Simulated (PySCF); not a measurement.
Coordinates in bohr (charge 1 multiplicity 1):
```
C     0.0000    0.0000    0.0000
Br    3.4124    0.0000    0.0000
Br   -1.7062    2.9553    0.0000
Br   -1.7063   -2.9552    0.0000
```

All numbers come from PBE0/[C def2-TZVP, Br def2-TZVP], no relativity, density fitting, PySCF.

This geometry of CBr₃⁺ is a stationary point at this level.

(1) What is the point group?

(2) Is it a minimum?

(3) Which band is strongest in the infrared?

(4) What are the dipole moment and the gap between the highest occupied and lowest empty levels?

(5) Give the atomic charges and bond orders.

Answers

(1) D3h.

(2) Yes: all harmonic wavenumbers are real.

(3) 911 cm⁻¹ (e'), 468 km/mol.

(4) 0.00 D about the centre of mass and 4.43 eV.

(5) 
```csv
atom,Mulliken,Löwdin,polar tensor,Mayer order to C1
C1,0.00,-1.03,1.09,–
"Br2,3,4",0.33,0.68,-0.03,1.39
```

Only a few start shapes were tried, so a lower isomer may exist.
